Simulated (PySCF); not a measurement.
Isomers of C6H10N2Si, from PBE0-D3(BJ)/def2-SVP geometry optimisation, gas phase in PySCF. One conformer each, no zero-point energy, no frequencies.

Problem. Which isomer lies lowest at this level?
A. `[CH2:1]=[CH:2][CH2:3][c:4]1[cH:5][n:6][cH:7][n:8]1[SiH3:9]` with C1–C2–C3–C4 125°, C2–C3–C4–C5 119°: A = 2075, B = 1177, C = 798.5 MHz, dipole 3.49 D
B. `[NH2:1][SiH2:2][NH:3][c:4]1[cH:5][cH:6][cH:7][cH:8][cH:9]1` with H–N1–Si2–N3 -74° and 139°, N1–Si2–N3–C4 162°, Si2–N3–C4–C5 7°: A = 4340, B = 674.5, C = 592.3 MHz, dipole 2.58 D
C. `[NH2:1][SiH:2]([NH2:3])[c:4]1[cH:5][cH:6][cH:7][cH:8][cH:9]1` with H–N1–Si2–N3 -58° and 159°, N1–Si2–N3–H -50° and 166°, N1–Si2–C4–C5 97°: A = 2989, B = 829.9, C = 743.9 MHz, dipole 0.59 D

Solution. C. That is `c1ccccc1[SiH](N)N`, 7.1 kcal/mol below the next.

```tsv
SMILES	mapped SMILES	E (Eh)	relative (kcal/mol)	relative (kJ/mol)	dipole (D)
N[SiH](N)c1ccccc1	[NH2:1][SiH:2]([NH2:3])[c:4]1[cH:5][cH:6][cH:7][cH:8][cH:9]1	-632.86992	0.0	0.0	0.59
N[SiH2]Nc1ccccc1	[NH2:1][SiH2:2][NH:3][c:4]1[cH:5][cH:6][cH:7][cH:8][cH:9]1	-632.85861	7.1	29.7	2.58
C=CCc1cncn1[SiH3]	[CH2:1]=[CH:2][CH2:3][c:4]1[cH:5][n:6][cH:7][n:8]1[SiH3:9]	-632.79044	49.9	208.7	3.49
```

As drawn, the lowest has an N–H bond and an Si–C bond, which the highest lacks; the highest has a C=C bond outside aromatic rings, which the lowest lacks.
